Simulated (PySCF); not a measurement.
Problem. Write Cartesian coordinates for `C[Se]C(F)=C=C=C=CF` as optimised with PBE0-D3(BJ)/def2-SVP.

Solution. 
```xyz
13
C6H4F2Se angstrom
C     -2.3413    0.4685    0.4839
Se    -2.6951    0.3507   -1.4148
C     -0.9243   -0.0168   -1.9606
F     -0.8566   -0.1495   -3.2820
C      0.1335   -0.1354   -1.1803
C      1.1097   -0.2334   -0.3597
C      2.0946   -0.3322    0.4563
C      3.0960   -0.4926    1.2944
F      3.8803    0.5040    1.6918
H     -1.9752   -0.4950    0.8609
H     -3.2980    0.7192    0.9613
H     -1.6068    1.2598    0.6815
H      3.3816   -1.4512    1.7439
```

Orientation and origin are arbitrary. Atoms count from 1 in this order. The C–C distances run from 1.279 Å (C5=C6, drawn double) to 1.320 Å (C3=C5, drawn double), a spread of 0.041 Å. Of the pairs four or more bonds apart, C5···H12 is among the closest relative to their van der Waals radii: 2.91 Å, 100 % of the sum of Bondi's values. The C–Se distances run from 1.889 Å (Se2–C3, drawn single) to 1.935 Å (C1–Se2, drawn single), a spread of 0.046 Å.

Bonds between heavy atoms (Å): C1–Se2 1.935, Se2–C3 1.889, C3–F4 1.330, C3=C5 1.320, C5=C6 1.279, C6=C7 1.283, C7=C8 1.316, C8–F9 1.329.

Computed with PBE0-D3(BJ)/def2-SVP geometry optimisation, gas phase (PySCF).

Point group: C1 (no symmetry element, even within 0.4 Å). Whether it is a minimum is left open (no frequencies). One conformer, not necessarily the lowest (C1–Se2–C3–F4 180°).

On one thread, Arm Neoverse V1 (aarch64), no GPU, shared host, this took 1.8 min of wall time and 0.85 GiB of memory at its peak. These figures are those of the optimisation.
